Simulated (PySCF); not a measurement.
# EPR parameters of [C5H9NS]+

Species: C₅H₉NS (charge +1 and doublet state).
Structure used (GFN2-xTB), in Å, numbered top down from 1:
```xyz
16
C5H9NS angstrom
C     -2.2399    1.1292    0.5860
N     -1.2616    0.1356    0.4179
C     -1.3132   -1.1214    0.5650
C     -0.1292   -1.8785    0.2745
C      0.9554   -1.1912   -0.1331
S      0.8175    0.5115   -0.4119
C      2.5152    1.0230    0.0232
H     -2.2710    1.7485   -0.3136
H     -1.9618    1.7749    1.4220
H     -3.2344    0.7077    0.7591
H     -2.2033   -1.6360    0.9254
H     -0.1159   -2.9446    0.4264
H      1.9197   -1.6427   -0.2971
H      2.8042    0.6127    0.9848
H      3.1821    0.6727   -0.7611
H      2.5285    2.1076    0.0562
```

The hyperfine couplings belong to this conformer and change with its torsions.

As a line formula: `C/N=C/C=C\[S+]C` [radical] (charge +1).

Computed with UKS B3LYP, pcH-1 on C H N S, non-relativistic, mean-field spin-orbit, GIAO (PySCF). Isolated species at its GFN2-xTB geometry (one conformer only). The geometry wasn't refined by DFT: couplings that depend on bond lengths, twists or pyramidal angles can differ widely from those at the functional's own minimum, by a factor of two or more for some ions and for spin on atoms past the first row. Stability of the SCF solution: not tested.

```json
{
  "g1, g2, g3": "2.00247, 2.00653, 2.01374",
  "g_iso": "2.00758",
  "Form of g": "rhombic: the two nearest values differ by 36 % of g3 − g1",
  "⟨S²⟩": "0.7632 (exact 0.7500)",
  "α and β electrons": "31, 30",
  "HOMO–LUMO gap, α and β orbitals": "4.49, 3.19 eV",
  "Total energy": "-648.59234 Eh"
}
```

Hyperfine couplings atom by atom, in MHz; T1 to T3 are the principal values of the dipolar part; ρ(0) is the spin density at the nucleus:

```tsv
atom	isotope	a_iso	of which spin–orbit	T1	T2	T3	Mulliken spin population	ρ(0) (bohr⁻³)
C1	13C	-5.1	0.0	-4.1	-3.2	7.3	0.00	-0.0046
N2	14N	110.2	0.1	-23.9	-17.1	41.0	0.43	0.3409
C3	13C	-11.5	0.0	-12.7	1.1	11.7	-0.07	-0.0102
C4	13C	15.8	-0.1	-11.8	-10.0	21.8	0.15	0.0142
C5	13C	-22.3	0.1	-13.1	5.1	8.0	-0.10	-0.0199
S6	33S	136.9	-0.3	-45.5	-40.3	85.8	0.43	0.3993
C7	13C	24.0	0.2	-7.9	-7.4	15.4	0.05	0.0212
H8	1H	45.1	0.0	-5.1	-3.6	8.6	0.02	0.0101
H9	1H	8.0	0.0	-4.7	-1.6	6.3	0.00	0.0018
H10	1H	56.4	0.0	-4.1	-1.2	5.3	0.02	0.0126
H11	1H	88.4	0.0	-4.3	0.4	4.0	0.04	0.0198
H12	1H	-10.9	0.0	-5.9	-1.9	7.8	-0.01	-0.0024
H13	1H	20.5	0.0	-2.8	-1.2	4.0	0.01	0.0046
H14	1H	0.9	0.0	-5.4	-2.2	7.6	0.00	0.0002
H15	1H	77.9	0.0	-5.7	0.4	5.2	0.03	0.0174
H16	1H	-2.7	0.0	-5.3	-2.1	7.4	0.00	-0.0006
```

Largest spin populations (Mulliken): N2 (+0.43), S6 (+0.43), C4 (+0.15) and C5 (-0.10).

The SMILES `C/N=C/C=C\[S+]C` draws the unpaired electron on S6, whose computed spin population is only +0.43.

Under fast tumbling the dipolar parts average out, and these isotropic splittings remain: 1 × 14N (N2, I = 1, 3 lines) with 3.92 mT, 1 × 1H (H11, I = 1/2, 2 lines) with 3.15 mT, 3 × 1H (H8/H9/H10, I = 1/2, 4 lines) with 1.30 mT, 3 × 1H (H14/H15/H16, I = 1/2, 4 lines) with 0.90 mT, 1 × 1H (H13, I = 1/2, 2 lines) with 0.73 mT and 1 × 1H (H12, I = 1/2, 2 lines) with 0.39 mT.

Class means assume fast exchange of nuclei equivalent by connectivity; if that motion is slow, each nucleus keeps its own coupling. The three 1H nuclei of mean +25.4 MHz run from -2.7 to 77.9 MHz in the frozen geometry. The three 1H nuclei of mean +36.5 MHz run from 8.0 to 56.4 MHz in the frozen geometry.

The 13C coupling of C7 (24.0 MHz) shows only in satellite lines or after enrichment, since that isotope makes up about 1.07 % of natural carbon.

The 33S coupling of S6 (136.9 MHz) shows only in satellite lines or after enrichment, since that isotope makes up about 0.76 % of natural sulfur.

β density exceeds α density at some nuclei, such as C5 (-0.0199), C3 (-0.0102) and C1 (-0.0046), spin density in bohr⁻³. In a single determinant that takes different orbitals for the two spins, that is spin polarisation.
